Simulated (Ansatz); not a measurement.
Consider the formal exchange of groups at the Al–O bond: `F[SiH](F)C[O][AlH2]` + `C=C(F)F` → `FC(F)=[CH][AlH2]` + `OC[SiH](F)F`.

Program: Ansatz. Geometries: PBE0-D4/def2-TZVP. ΔE: electronic, gas phase. CCSD(T)/CBS adds triple-zeta CCSD(T) − MP2 to the extrapolated MP2 energy (def2 sets, frozen cores). Functionals use def2-TZVPP. B3LYP here is the variant with VWN-RPA as its local correlation; programs differ in this. One conformer a species, not always the lowest.

`F[SiH](F)C[O][AlH2]`:

Z-matrix (Å, degrees):
```
Si
F 1 1.587
C 1 1.866 2 110.2
F 1 1.591 2 107.1 3 119.5
H 1 1.478 2 107.9 3 -123.5
O 3 1.408 1 107.7 2 -67.3
H 3 1.100 1 109.9 2 169.7
H 3 1.097 1 110.1 2 52.8
Al 6 1.694 3 133.9 1 -119.0
H 9 1.583 6 117.7 3 -0.4
H 9 1.574 6 116.0 3 179.3
```

`C=C(F)F`:

Z-matrix (Å, degrees):
```
C
C 1 1.315
H 1 1.079 2 119.7
H 1 1.079 2 119.7 3 180.0
F 2 1.313 1 125.2 3 -180.0
F 2 1.313 1 125.2 3 0.0
```

`FC(F)=[CH][AlH2]`:

```xyz
8

F     0.592   -1.726   -1.861
C     0.588   -0.897   -0.841
F     1.788   -0.899   -0.304
C    -0.443   -0.180   -0.422
Al   -0.394    1.023    1.083
H    -1.341   -0.332   -1.013
H    -1.726    1.803    1.440
H     0.936    1.209    1.919
```

`OC[SiH](F)F`:

Z-matrix (Å, degrees):
```
C
Si 1 1.867
O 1 1.419 2 112.4
H 1 1.094 2 109.6 3 -118.6
H 1 1.101 2 109.8 3 125.3
F 2 1.594 1 106.5 3 -48.2
F 2 1.586 1 111.2 3 67.8
H 2 1.478 1 115.2 3 -168.7
H 3 0.961 1 108.8 2 54.8
```

| level | ΔE (kJ/mol) | difference from CCSD(T)/CBS |
| --- | --- | --- |
| PBE-D4 | 102.8 | -10.1 |
| r2SCAN-D4 | 108.4 | -4.5 |
| PBE0-D4 | 104.7 | -8.2 |
| B3LYP-D4 | 116.4 | 3.5 |
| ωB97X-V | 110.8 | -2.1 |
| ωB97M-V | 110.5 | -2.4 |
| B2PLYP | 115.9 | 3.0 |
| PBE | 102.0 | -10.9 |
| r2SCAN | 108.0 | -4.9 |
| PBE0 | 103.8 | -9.1 |
| B3LYP | 115.3 | 2.4 |
| HF/def2-TZVPP | 121.1 | 8.2 |
| MP2/def2-TZVPP | 113.4 | 0.5 |
| SCS-MP2/def2-TZVPP | 116.1 | 3.2 |
| CCSD/def2-TZVPP | 115.1 | 2.2 |
| CCSD(T)/def2-TZVPP | 113.0 | 0.1 |
| HF/def2-QZVPP | 122.3 | 9.4 |
| MP2/def2-QZVPP | 113.7 | 0.8 |
| SCS-MP2/def2-QZVPP | 116.3 | 3.4 |
| HF/CBS(def2) | 122.5 | 9.6 |
| MP2/CBS(def2) | 113.2 | 0.3 |
| CCSD/CBS(def2) | 114.9 | 2.0 |
| CCSD(T)/CBS | 112.9 | 0 |

Largest T1 diagnostic among the species: 0.013.

In def2-TZVPP, CCSD(T) changes the Hartree–Fock value by −8.1 kJ/mol (the triples alone add −2.1 kJ/mol) and MP2 by −7.7 kJ/mol.
